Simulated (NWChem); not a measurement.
Program: NWChem. System: C$_{2}$H$_{7}$Al, charge 0, spin multiplicity 1, at a geometry optimised with PBE0/def2-SVP. The structure started from a generated list of species. Level: G0W0@PBE0/def2-SVPD, RI basis def2-svpd-rifit.

Job file:

```
start mol
memory heap 200 mb stack 700 mb global 1700 mb
geometry units angstroms nocenter noautoz
  Al     0.000000     0.000000    -0.503028
  C      1.727276     0.000000     0.422845
  H      2.327076    -0.880198     0.131204
  H      1.643953     0.000000     1.521027
  H      2.327076     0.880198     0.131204
  C     -1.727276     0.000000     0.422845
  H     -2.327076     0.880198     0.131204
  H     -1.643953     0.000000     1.521027
  H     -2.327076    -0.880198     0.131204
  H      0.000000     0.000000    -2.101642
  symmetry group C2v
end
basis spherical
  * library def2-svpd
end
basis "ri basis" bse spherical
  * library def2-svpd-rifit
end
dft
  xc pbe0
  iterations 100
  direct
  tolerances tight
end
task dft energy
gw
  states alpha occ 4 vir 2
end
task dft gw
```

Part of the output:

```
             Northwest Computational Chemistry Package (NWChem) 7.3.0
             --------------------------------------------------------

                                NWChem Input Module
                                -------------------

 Scaling coordinates for geometry "geometry" by  1.889725989
 (inverse scale =  0.529177249)

 Turning off AUTOSYM since
 SYMMETRY directive was detected!

                             Geometry "geometry" -> ""
                             -------------------------

 Output coordinates in angstroms (scale by  1.889725989 to convert to a.u.)

  No.       Tag          Charge          X              Y              Z
 ---- ---------------- ---------- -------------- -------------- --------------
    1 Al                  13.0000     0.00000000     0.00000000    -0.50302800
    2 C                    6.0000     1.72727600     0.00000000     0.42284500
    3 H                    1.0000     2.32707600    -0.88019800     0.13120400
    4 H                    1.0000     1.64395300     0.00000000     1.52102700
    5 H                    1.0000     2.32707600     0.88019800     0.13120400
    6 C                    6.0000    -1.72727600     0.00000000     0.42284500
    7 H                    1.0000    -2.32707600     0.88019800     0.13120400
    8 H                    1.0000    -1.64395300     0.00000000     1.52102700
    9 H                    1.0000    -2.32707600    -0.88019800     0.13120400
   10 H                    1.0000     0.00000000     0.00000000    -2.10164200

 Effective nuclear repulsion energy (a.u.)      95.9036206668

            Nuclear Dipole moment (a.u.)
            ----------------------------
        X                 Y               Z
 ---------------- ---------------- ----------------
     0.0000000000     0.0000000000     0.0000075589

      Symmetry information
      --------------------

 Group name             C2v
 Group number             16
 Group order               4
 No. of unique centers     5

      Symmetry unique atoms

     1    2    3    4   10


 Summary of "ao basis" -> "" (spherical)
 ------------------------------------------------------------------------------
       Tag                 Description            Shells   Functions and Types
 ---------------- ------------------------------  ------  ---------------------
 *                         def2-svpd                  on all atoms

 new library libraries.bse/

 Summary of "ri basis" -> "" (spherical)
 ------------------------------------------------------------------------------
       Tag                 Description            Shells   Functions and Types
 ---------------- ------------------------------  ------  ---------------------
 *                      def2-svpd-rifit               on all atoms

                                 NWChem DFT Module
                                 -----------------

 Summary of "ao basis" -> "ao basis" (spherical)
 ------------------------------------------------------------------------------
       Tag                 Description            Shells   Functions and Types
 ---------------- ------------------------------  ------  ---------------------
 Al                        def2-svpd                10       24   5s3p2d
 C                         def2-svpd                 8       20   4s2p2d
 H                         def2-svpd                 4        8   2s2p

 Summary of "ao basis" -> "ao basis" (spherical)
 ------------------------------------------------------------------------------
[...]
    29      0.325281   2 C  px               73      0.325281   6 C  px
     9     -0.245885   1 Al px               32      0.202676   2 C  px
    76      0.202676   6 C  px                6      0.154920   1 Al px
    12     -0.146273   1 Al px               28      0.140520   2 C  s
    72     -0.140520   6 C  s                31      0.124095   2 C  pz

 Vector   17  Occ=0.000000D+00  E=-3.024637D-02  Symmetry=b2
              MO Center=  4.6D-15, -5.4D-14, -6.1D-01, r^2= 4.0D+00
   Bfn.  Coefficient  Atom+Function         Bfn.  Coefficient  Atom+Function
  ----- ------------  ---------------      ----- ------------  ---------------
    13      0.805411   1 Al py               10      0.326994   1 Al py
    46      0.293411   3 H  s                62     -0.293411   5 H  s
    90     -0.293411   7 H  s               106      0.293411   9 H  s
     7     -0.188114   1 Al py               45      0.096076   3 H  s
    61     -0.096076   5 H  s                89     -0.096076   7 H  s

 Vector   18  Occ=0.000000D+00  E= 3.552902D-03  Symmetry=a1
              MO Center= -1.4D-13, -5.4D-14,  8.5D-02, r^2= 1.1D+01
   Bfn.  Coefficient  Atom+Function         Bfn.  Coefficient  Atom+Function
  ----- ------------  ---------------      ----- ------------  ---------------
     5     -2.114878   1 Al s                 4      1.966253   1 Al s
    28     -0.608593   2 C  s                72     -0.608593   6 C  s
    54      0.326994   4 H  s                98      0.326994   8 H  s
    26      0.210621   2 C  s                70      0.210621   6 C  s
    27     -0.204760   2 C  s                71     -0.204760   6 C  s

 Vector   19  Occ=0.000000D+00  E= 3.865818D-02  Symmetry=b1
              MO Center=  2.0D-13, -9.8D-14, -6.8D-01, r^2= 1.1D+01
   Bfn.  Coefficient  Atom+Function         Bfn.  Coefficient  Atom+Function
  ----- ------------  ---------------      ----- ------------  ---------------
    28      2.924436   2 C  s                72     -2.924436   6 C  s
    27      1.154946   2 C  s                71     -1.154946   6 C  s
    46     -0.990446   3 H  s                62     -0.990446   5 H  s
    90      0.990446   7 H  s               106      0.990446   9 H  s
    12     -0.971533   1 Al px               23      0.728396   1 Al d  1

 center of mass
 --------------
 x =   0.00000000 y =   0.00000000 z =  -0.06341263

 moments of inertia (a.u.)
 ------------------
          83.421795913124           0.000000000000          -0.000000000000
           0.000000000000         425.381275493836           0.000000000000
          -0.000000000000           0.000000000000         364.266087848722

     Multipole analysis of the density
     ---------------------------------

     L   x y z        total         alpha         beta         nuclear
     -   - - -        -----         -----         ----         -------
     0   0 0 0     -0.000000    -16.000000    -16.000000     32.000000

     1   1 0 0     -0.000000     -0.000000     -0.000000      0.000000
     1   0 1 0     -0.000000     -0.000000     -0.000000      0.000000
     1   0 0 1      0.265494      0.132743      0.132743      0.000008

     2   2 0 0    -22.513720   -123.509843   -123.509843    224.505965
     2   1 1 0     -0.000000     -0.000000     -0.000000      0.000000
     2   1 0 1      0.000000      0.000000      0.000000      0.000000
     2   0 2 0    -18.557496    -14.812102    -14.812102     11.066707
     2   0 1 1     -0.000000     -0.000000     -0.000000      0.000000
     2   0 0 2    -23.714596    -37.832972    -37.832972     51.951348

 Task  times  cpu:        3.2s     wall:        3.2s

                                NWChem Input Module
                                -------------------

                                 NWChem GW Module
                                 ----------------

                             ***********************
                             ***        GW       ***
                             ***********************

 Summary of "ri basis" -> "ri basis" (spherical)
 ------------------------------------------------------------------------------
       Tag                 Description            Shells   Functions and Types
 ---------------- ------------------------------  ------  ---------------------
 Al                     def2-svpd-rifit             24       78   9s6p6d3f
 C                      def2-svpd-rifit             20       64   7s6p5d2f
 H                      def2-svpd-rifit              9       23   4s3p2d

                 Memory Information
                 ------------------
          Available GA per process is          1699.9 MBs
          Available stack per process is        700.0 MBs
          Available heap per process is           0.0 MBs

          Peak memory in Initialization
              Peak GA per process is                  7.2 MBs
              Peak stack per process is               0.2 MBs
              Peak heap per process is                7.4 MBs
              Memory not in MA per process            0.0 MBs

          Peak memory in AFF Calculation
              Peak GA per process is                 31.7 MBs
              Peak stack per process is              21.1 MBs
              Peak heap per process is                0.0 MBs
              Memory not in MA per process           21.1 MBs

          Computing 2-center integrals
          Computing Inverse Cholesky factor
          Computing 3-center integrals
          Computing V_xc ...

          Computing Sigma_x
          Computing RPA polarizability
          Solving quasiparticle equations

                  Alpha Orbitals
          State     Energy (eV)     Error (eV)
          -----------------------------------
@GW        13        -13.156           0.002
@GW        14        -12.832           0.005
@GW        15        -10.006           0.005
@GW        16         -9.623           0.004
@GW        17          1.064           0.004
@GW        18          1.290           0.002

   Applying  -1.8071 eV scissor-shift to rest of particle states

   Applying   1.8872 eV scissor-shift to rest of hole states

     GW Timing Statistics
   ------------------------
   Init.   :          0.0s
     ERIs  :          0.6s
     Distr.:          0.0s
     Vxc   :          0.5s
   Sigma_x :          0.0s
   RPA     :          0.8s
   Wmn     :          0.0s
   Sigma_c :          0.0s
   GW total:          2.0s

 Task  times  cpu:        2.0s     wall:        2.0s

 Total times  cpu:        5.2s     wall:        5.2s
```
